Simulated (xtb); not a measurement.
(Z)-1,2-difluoro-1-methoxyethene (C3H4F2O), SMILES CO/C(F)=C/F. All values are semi-empirical tight-binding results from xtb (GFN2-xTB unless named), good for trends rather than for accurate numbers. Coordinates come from a GFN2-xTB optimisation. The values are those of a single conformer.

Optimised geometry:

```xyz
10

C     -2.2387     0.4546     0.1791
O     -0.9074     0.9505     0.1860
C      0.0754     0.0596     0.0059
F     -0.3165    -1.2155    -0.1509
C      1.3596     0.4016    -0.0175
F      2.3293    -0.5127    -0.1979
H     -2.8701     1.3255     0.3360
H     -2.4808    -0.0129    -0.7786
H     -2.3950    -0.2681     0.9838
H      1.7123     1.4097     0.1041
```

```json
{
 "point_group_as_xtb_finds_it": "Cs",
 "orbital_gap": "4.88 eV",
 "dipole_moment": "3.30 D",
 "zero_point_energy": "41.7 kcal/mol",
 "G − E(el) at 298.15 K (modified RRHO)": "22.4 kcal/mol",
 "static polarisability (D4 model)": "45.3 bohr³",
 "solvation energy, GFN2-xTB/ALPB(water)": "-2.7 kcal/mol",
 "solvation energy, GFN2-xTB/ALPB(benzene)": "-4.1 kcal/mol"
}
```

Problem. Give the IR lines (harmonic; lines under 4 % of the strongest left out, lines within 3 cm⁻¹ merged). (An estimate is asked for; the answer gives what the named calculation found.)

Solution. ν (cm⁻¹): 511 (w), 870 (m), 1029 (m), 1104 (m), 1150 (w), 1204 (vs), 1253 (vs), 1464 (w), 1755 (m), 2965 (w), 2976 (w), 3137 (w) (against the strongest line: vs over 80 %, s over 45 %, m over 15 %, w over 4 %, vw less)

Computed atomic charges and the Wiberg bond orders between heavy atoms:
charges (e) C1 0.03, O2 -0.26, C3 0.28, F4 -0.20, C5 0.06, F6 -0.20, H7 0.08, H8 0.06, H9 0.06, H10 0.08. Bond orders C1–O2 0.95, O2–C3 1.09, C3–F4 0.96, C3–C5 1.71, C5–F6 0.98.
